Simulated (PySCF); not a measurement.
## Ca₂: energy against distance

Set-up: PySCF, no relativity, basis sets Ca def2-SVPD. Energies in eV from Ca + Ca in their ground configurations at the same level. State: ¹Σg⁺ (singlet), closed shell.

| R (Å) | RHF-SCS-MP2 | RHF-CCSD | PBE0 |
| --- | --- | --- | --- |
| 3.661 | 0.1355 |  | -0.0885 |
| 3.831 | 0.0325 | 0.0313 | -0.1640 |
| 4.002 | -0.0317 | -0.0314 | -0.2030 |
| 4.129 | -0.0616 | -0.0603 | -0.2154 |
| 4.257 | -0.0803 | -0.0779 | -0.2176 |
| 4.385 | -0.0907 | -0.0874 | -0.2125 |
| 4.555 | -0.0957 | -0.0914 | -0.1984 |
| 4.768 | -0.0932 | -0.0880 | -0.1744 |
| 5.023 | -0.0840 | -0.0782 | -0.1426 |
| 5.364 | -0.0689 |  | -0.1032 |

Put a parabola through the three lowest points of the RHF-SCS-MP2 curve and estimate Re, k and ωe (reduced mass 19.98 u; 1 eV/Å² = 0.16022 mdyn/Å; ωe = 1302.8·√(k/μ) cm⁻¹).

Through R = 4.385, 4.555, 4.768 Å the second-order coefficient is 0.107 eV/Å², so Re ≈ 4.607 Å, k ≈ 0.0344 mdyn/Å and ωe ≈ 54 cm⁻¹. A polynomial fit of higher order to the unrounded RHF-SCS-MP2 energies gives Re = 4.590 Å, k = 0.0315 mdyn/Å, ωe = 51.7 cm⁻¹; anharmonicity and rounding make the difference.

The higher-order fit for each curve: RHF-SCS-MP2: Re = 4.590 Å, ωe = 51.7 cm⁻¹, De = 0.096 eV; RHF-CCSD: Re = 4.564 Å, ωe = 52.8 cm⁻¹, De = 0.091 eV; PBE0: Re = 4.225 Å, ωe = 81.0 cm⁻¹, De = 0.218 eV.

Correlated steps freeze 10 core orbitals. Closed-shell solutions of metal pairs were not tested for spin polarisation, which can lower them a little. The bond is weak. Basis-set superposition, not corrected here, can be much of De in a small basis, most of all at correlated wavefunction levels. Functionals without a dispersion term scatter widely for such bonds, and LDA overbinds them.
